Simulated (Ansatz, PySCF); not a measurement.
Energy difference R1 + R2 → P1 + P2, each structure at its B3LYP-D3(BJ)/def2-TZVP stationary point, reached from a drawn start (curvature not checked).
R1: SiF4 (SMILES F[Si](F)(F)F), charge 0, multiplicity 1.
P1, F3HOSi (SMILES O[Si](F)(F)F) (charge 0, multiplicity 1):
```xyz
6

O      1.1205    -0.0256     0.6096
Si    -0.3621    -0.0098    -0.0134
F     -0.5989    -1.1900    -1.0334
F     -1.3786    -0.1577     1.1746
F     -0.6761     1.3298    -0.7857
H      1.8952     0.0533     0.0483
```
P2: HF (SMILES F), charge 0, multiplicity 1.
R2: H2O (SMILES O), charge 0, multiplicity 1.

P less R. No zero-point or thermal terms. One arrangement of each flexible species, with no search for the lowest.

Correlated levels freeze the cores.

Programs: Ansatz (Gaussian basis) for Hartree–Fock, density functionals and correlated methods; PySCF for the D3/D4 terms. Each number belongs to the level named beside it.

PBE/def2-TZVPP gives 7.58 kcal/mol for the reaction energy.

Problem. Predict the shift from PBE, with its sign, for: PBE-D3(BJ)/def2-TZVPP, r2SCAN/def2-TZVPP, B3LYP/def2-TZVPP, wB97M-V/def2-TZVPP, B2PLYP/def2-TZVPP, MP2/cc-pV(Q+d)Z, CCSD(T)/cc-pV(Q+d)Z.

Solution. PBE-D3(BJ)/def2-TZVPP -0.32; r2SCAN/def2-TZVPP 0.46; B3LYP/def2-TZVPP 0.54; wB97M-V/def2-TZVPP -0.04; B2PLYP/def2-TZVPP 0.40; MP2/cc-pV(Q+d)Z 0.15; CCSD(T)/cc-pV(Q+d)Z 0.39 kcal/mol. 5 of 7 lie above PBE; the widest gap is to B3LYP/def2-TZVPP.

Ansatz is a program for electronic structure.
